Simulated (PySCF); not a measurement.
Bonds (- single, = double, # triple, : aromatic): C1-C2, C2-C3, C2-C4, C2-C5, C5=O6, C5-Cl7. C1 carries H8, H9, H10; C3 carries H11, H12, H13; C4 carries H14, H15, H16.

Geometry: PBE0-D3(BJ)/def2-SVP; GIAO shifts from PySCF, gas phase, non-relativistic, averaged over equivalent atoms.

At PBE0/pcSseg-0 (85 basis functions, 8.1 s wall time on 1 thread of an Arm Neoverse V1, shared host):
```tsv
atoms	δ (ppm)
C5	202.6
C2	49.8
C1/C3/C4	31.1
O6	644.3
Cl7	396.8
H8/H9/H10/H11/H12/H13/H14/H15/H16	1.44
```

Chemical shifts δ = σref − σ; 13C (σref 193.52), 1H (σref 32.83) vs TMS; 17O (σref 337.86) against H2O; HCl for 35Cl (σref 952.40), all at this level.

What do these become at PBE0/def2-TZVP?

## Answers


| atoms | δ at PBE0/def2-TZVP | change |
| --- | --- | --- |
| C5 | 190.9 | -11.7 |
| C2 | 51.5 | +1.7 |
| C1/C3/C4 | 28.6 | -2.5 |
| O6 | 568.2 | -76.1 |
| Cl7 | 419.1 | +22.3 |
| H8/H9/H10/H11/H12/H13/H14/H15/H16 | 1.25 | -0.19 |

Referencing at the same level of theory: TMS for 13C (σ = 186.65 ppm), 1H (σ = 31.48 ppm); 17O (σ = 332.57 ppm) against H2O; HCl for 35Cl (σ = 932.72 ppm).

The largest change is at O6 (carbonyl oxygen). Cost: 277 basis functions, 45 s wall time on 1 thread of an Arm Neoverse V1, shared host. The order of the carbon signals is the same at both levels.

Carbons that carry Cl, above all several Cl atoms, come out too deshielded, partly because spin–orbit coupling is missing. Unscaled 17O shifts of doubly bonded oxygen tend to come out too high, by tens of ppm or more. Experimental scales use liquid or dissolved standards, which lie at an offset from isolated H2O (liquid H2O: subtract about 36 ppm).
